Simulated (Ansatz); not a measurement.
Pulling on the Si1–H3 bond in H2Si2 (SMILES [Si]=[SiH2]) (multiplicity 1 held, fragments rigid). Energies count from the point at 1.483 Å.
Geometry at that point (charge 0, multiplicity 1):
```xyz
4

Si    -0.953     0.069     0.177
Si     1.205    -0.087    -0.224
H     -1.790     1.221    -0.237
H     -1.738    -0.966     0.893
```

Restricted levels (R-, RO-) in cc, def2 and unpolarised 6-31G sets keep to the state of the molecule at rest. Unrestricted levels (U-) break spin symmetry where that is lower. Levels need not reach the same state.

Frozen-core correlation.

Codes used: Ansatz (an electronic-structure program) with Gaussian orbitals. 

Energies in kJ/mol.

| R (Å) | U-HF/cc-pV(D+d)Z | R-MP2/cc-pV(D+d)Z | U-SCS-MP2/cc-pV(D+d)Z | R-CCSDT/cc-pV(D+d)Z |
|---|---|---|---|---|
| 1.187 | 124 | 124 | 124 | 126 |
| 1.335 | 24 | 25 | 25 | 26 |
| 1.483 | 0 | 0 | 0 | 0 |
| 1.632 | ? | 16 | 16 | 14 |
| 1.780 | 56 | 53 | 54 | 48 |
| 2.003 | 128 | 123 | 133 | 111 |
| 2.225 | 186 | 196 | 223 | 173 |
| 2.596 | ? | 300 | 299 | 249 |
| 2.967 | 242 | 376 | 320 | 289 |
| 3.412 | 247 | 432 | 328 | 307 |
| 4.005 | ? | 455 | 330 | 314 |
| 4.747 | 249 | 427 | 331 | 316 |

Problem. Complete the blanks.

Solution. 
- 1.632, U-HF/cc-pV(D+d)Z: 17
- 4.005, U-HF/cc-pV(D+d)Z: 248
- 2.596, U-HF/cc-pV(D+d)Z: 228

Doubts at one or more of the structures used: a spin-contaminated determinant (U-HF/cc-pV(D+d)Z, U-SCS-MP2/cc-pV(D+d)Z); a restricted determinant that unrestricted orbitals would lower (R-MP2/cc-pV(D+d)Z, R-CCSDT/cc-pV(D+d)Z); other coupled-cluster roots lie near (R-CCSDT/cc-pV(D+d)Z); T1 above 0.05 (R-CCSDT/cc-pV(D+d)Z).
